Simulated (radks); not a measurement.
Q: Species: Rb2+. Configuration: [Ar] 3d10 4s2 4p5. All-electron calculation, scalar-relativistic Kohn-Sham, BP86, spin-polarised, spherical densities, point nucleus; open shells are filled with parallel spins first (spin-orbit coupling, left out, can overturn this in heavy ions). Program: a radial shooting solver on a logarithmic mesh with Libxc functionals. Some entries of the table are withheld. Estimate them.

| orbital | occ. | eigenvalue (eV) | r(max) (bohr) | <1/r> (bohr^-1) |
|---|---|---|---|---|
| 1s up | 1 | -15058.02 | 0.02628 | 37.88 |
| 1s down | 1 | -15057.92 | 0.02628 | 37.88 |
| 2s up | 1 | -2028.994 | 0.1495 | 8.433 |
| 2s down | 1 | -2028.939 | 0.1495 | 8.433 |
| 2p up | 3 | -1801.010 | 0.1196 | 8.241 |
| 2p down | 3 | -1800.919 | 0.1196 | 8.241 |
| 3s up | 1 | -318.1325 | 0.4508 | 2.809 |
| 3s down | 1 | -318.0143 | 0.4509 | 2.809 |
| 3p up | 3 | (1) | 0.4463 | 2.655 |
| 3p down | 3 | (2) | 0.4464 | 2.655 |
| 3d up | 5 | -124.1224 | (3) | 2.391 |
| 3d down | 5 | -123.9670 | (4) | 2.392 |
| 4s up | 1 | -50.9358 | 1.249 | 0.9410 |
| 4s down | 1 | -49.9814 | 1.247 | 0.9418 |
| 4p up | 3 | -34.2755 | (5) | 0.8085 |
| 4p down | 2 | -33.3415 | (6) | 0.8064 |

A: 
(1) 3p up eigenvalue (eV): -245.0228
(2) 3p down eigenvalue (eV): -244.8901
(3) 3d up r(max) (bohr): 0.3929
(4) 3d down r(max) (bohr): 0.3929
(5) 4p up r(max) (bohr): 1.398
(6) 4p down r(max) (bohr): 1.398
